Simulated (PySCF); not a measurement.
## How methods differ on the excitation energy of C

C [He] 2s2 2p2 (3P) → C [He] 2s1 2p2 3s1 (5P), as a difference of total energies. Calculation: PySCF 2.14, in dyall-acv3z (15s9p4d2f, 76 functions); no relativity, point nucleus. Correlated levels: valence: 1s2 frozen; valence and next inner shell: nothing frozen; virtual orbitals above 40 to 60 times the deepest correlated orbital energy dropped. The calculations carry no spin-orbit coupling.

```
                                method  excitation energy (cm⁻¹)
                                   UHF                     88370
                                   LDA                    102620
                                   PBE                    101620
                                  PBE0                    101130
                                r2SCAN                     99651
                               wB97X-V                    105200
                                  PW91                    102030
                                  BLYP                    105950
                               LC-wPBE                    103440
                         MP2 (valence)                    100150
                     SCS-MP2 (valence)                    103050
    MP2 (valence and next inner shell)                    100390
SCS-MP2 (valence and next inner shell)                    103250
```

The upper state lies above the first ionisation limit, but in LS coupling its spin forbids autoionisation to the ground ion. A Rydberg-like electron needs more diffuse functions than a valence basis has.

The promoted electron is Rydberg-like, and one or two diffuse shells describe it only roughly, which tends to raise the upper state.
